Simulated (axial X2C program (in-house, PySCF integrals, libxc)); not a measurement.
**Which molecule gave these maps?**

PBE0 fields computed with an in-house all-electron X2C program for linear molecules (integrals from PySCF), two-component, near the equilibrium distance, one atom at z = 0.

The maps cover the half plane through the axis: z from -2.4 to 6.0 Å along the bond, ρ from 0.15 to 2.25 Å away from it (steps of 0.3 Å, the bottom row nearest the axis).

log10 of the density in e/bohr³:

digits 0 to 9 span -5.53 to 1.83 evenly
```
12223333333332222222222211100
22233344444333322223333322110
22334444444443333334444332211
23344455555444433444554443321
33445555555554444455555544322
33445566666555444556666654332
33455667876655444566777655432
34455678987655445567897665432
```

Electron localisation function (collinear form, no current term, damped to 0 at low density):

digits 0 to 9 span 0.00 to 1.00 evenly
```
00001122222210000000000000000
00013444444432100000000000000
00245666666654200001232100000
02467777777776300024665421000
13678775456787400157887753100
25788732223688500378878875200
36888526762488500586123886300
36888345754388601682743686310
```

Axial spin density in 10⁻³ e/bohr³:

digits 0 to 9 span -4.02 to 4.02 evenly, values beyond are clipped
```
55555556665555555555555555555
55555678887655555445555555555
55556799999865554445555555555
55557999999975544445555544455
44557999999985444445455544445
44445999999964444454445444444
44421492929512334454445444444
44310030934000234454455444444
```

Problem. Which molecule is it?
A. RbTe⁺
B. HfCl⁺
C. ScTe⁺
D. NaHs⁻

Solution. A. RbTe⁺, with Te at z = 0 and Rb at z = 3.818 Å, state Ω = 1 (⟨Sz⟩ = 0.84, ⟨Lz⟩ = 0.16 at PBE0), basis Te dyall-cv3z [11s12p8d4f1g], Rb dyall-cv3z [12s13p8d4f1g] (cores contracted in-house). Occupations by symmetry block were frozen at the best pattern of an incomplete PBE0 search. Density functionals use the spin component along the axis (collinear). Other states lie close and PBE0, whose exact exchange favours high spin, may order them wrongly; the determinant shown need not be the ground state. The nearest other 2c determinant of the search, Ω = 2, lies 0.17 eV up at the distance of the search. With several unpaired electrons one determinant need not be a pure state. Open-shell Ω = 0 determinants with evenly filled partner blocks cannot be reached by this program, so the Ω shown need not be the lowest component. This is the Ω = 1 component of a π² triplet; the 0⁺ component is not one determinant and can lie lowest.
